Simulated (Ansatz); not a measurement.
```xyz
8

Al   -0.301   -1.033    1.627
B    -0.674    0.410    0.144
Al    0.546    0.828   -1.503
Cl    2.099    2.231   -1.412
Br    0.290   -0.333   -3.421
H     0.525   -0.637    2.927
H    -0.804   -2.529    1.428
H    -1.681    1.064    0.210
```

Charge 0, multiplicity 1.

(1) List the ωB97M-V/def2-TZVPP orbital energies in eV (Ansatz 0.2.0). (An estimate is asked.)

Answers

(1) Ansatz gave: Occupied: -13156.68, -2771.84, -1709.02, -1537.19, -1537.17, -1537.16, -1533.47, -1532.22, -262.25, -241.86, -199.68, -199.62, -199.60, -188.57, -181.49, -181.39, -181.37, -117.99, -116.85, -77.62, -77.51, -77.45, -76.53, -76.31, -76.31, -74.88, -74.85, -74.83, -74.75, -74.75, -25.52, -24.20, -16.99, -14.51, -13.94, -12.62, -12.21, -12.04, -11.18, -11.04, -11.01, -10.81, -9.51. Lowest empty: -1.21, -0.36, 0.69, 1.01, 2.45, 2.65, 3.23, 3.53.
